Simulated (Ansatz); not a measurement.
Total energies of CH₇FSi₂ (`C[SiH2][SiH2]F`).

```xyz
11

C    -0.426    1.678    0.204
Si    0.718    0.313   -0.383
Si   -0.160   -1.810    0.076
F    -0.423   -1.955    1.658
H    -0.585    1.608    1.282
H     0.000    2.660   -0.016
H    -1.398    1.610   -0.289
H     2.055    0.434    0.262
H     0.919    0.389   -1.860
H    -1.466   -2.024   -0.606
H     0.765   -2.903   -0.328
```

The species carries charge 0 and has multiplicity 1. The geometry is a stationary point of PBE0-D4/def2-TZVP. It is one conformer, not always the lowest. Basis def2-TZVPP, Ansatz 0.2.0.

RPA on PBE orbitals: Hartree–Fock energy of these orbitals -719.34142 Eh, correlation -1.17878 Eh (frozen core).

```tsv
functional	kind	energy without D4 (Eh)	D4 term (kJ/mol)
LDA (SPW92)	LDA	-717.90469	–
PBE	GGA	-720.82186	-20.4
revPBE	GGA	-721.11467	-58.4
BLYP	GGA	-721.23869	-44.2
r2SCAN	meta-GGA	-721.16509	-5.0
B97M-V	meta-GGA with VV10	-721.10503	–
PBE0	global hybrid, 25 % exact exchange	-720.89280	-17.4
B3LYP	global hybrid, 20 %	-721.33871	-32.9
r2SCANh	meta-GGA hybrid, 10 %	-721.15575	-5.4
r2SCAN0	meta-GGA hybrid, 25 %	-721.14277	-6.0
HSE06 (plane-wave form)	screened hybrid	-720.87235	-16.3
BHLYP	global hybrid, 50 %	-721.22698	-26.3
CAM-B3LYP	range-separated hybrid	-721.25242	-17.8
LC-ωPBE	long-range corrected hybrid	-721.03111	–
ωB97X-V	range-separated hybrid GGA with VV10	-721.15171	–
ωB97M-V	range-separated hybrid meta-GGA with VV10	-721.18033	–
B2PLYP	double hybrid	-720.94968	–
PBE-QIDH	double hybrid	-720.70787	–
```

B3LYP takes the VWN-RPA correlation (the form of Gaussian; ORCA's B3LYP/G). HSE06 is the plane-wave form, built on full-range PBE exchange. The double hybrids freeze the cores in their second-order part.

LC-ωPBE has ω = 0.4 bohr⁻¹.
